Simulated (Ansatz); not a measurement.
`[CH3][Ge]([NH2])([OH])[Cl]` and `C[O][Ge]([CH3])([NH2])[Cl]` differ in one atom or group.

Ansatz, PBE0-D4/def2-TZVP geometries, multiplicity 1. Each molecule was computed in one conformer, which needn't be the lowest.

Scalar relativity is left out up to krypton.

```tsv
property	`[CH3][Ge]([NH2])([OH])[Cl]`
HOMO energy (PBE0/def2-TZVPP) / eV	-7.86
LUMO energy (PBE/def2-TZVPP) / eV	-0.64
LUMO energy (ωB97M-V/def2-TZVPP) / eV	1.85
size of the dipole moment (B3LYP/def2-TZVPP) / D	1.26
HOMO energy (ωB97M-V/def2-TZVPP) / eV	-10.21
HOMO–LUMO gap (PBE/def2-TZVPP) / eV	5.74
```

Problem. Give the same properties after the change, and the shifts. (An estimate is asked.)

Solution. Ansatz gave: 
```
                                        property  `C[O][Ge]([CH3])([NH2])[Cl]`  shift
              HOMO energy (PBE0/def2-TZVPP) / eV                         -7.80   0.06
               LUMO energy (PBE/def2-TZVPP) / eV                         -0.57   0.07
           LUMO energy (ωB97M-V/def2-TZVPP) / eV                          1.96   0.11
size of the dipole moment (B3LYP/def2-TZVPP) / D                          1.41   0.15
           HOMO energy (ωB97M-V/def2-TZVPP) / eV                        -10.17   0.04
             HOMO–LUMO gap (PBE/def2-TZVPP) / eV                          5.71  -0.03
```

Dipoles are sizes alone; their direction can turn.

B3LYP here is the variant with VWN-RPA as its local correlation; programs differ in this.
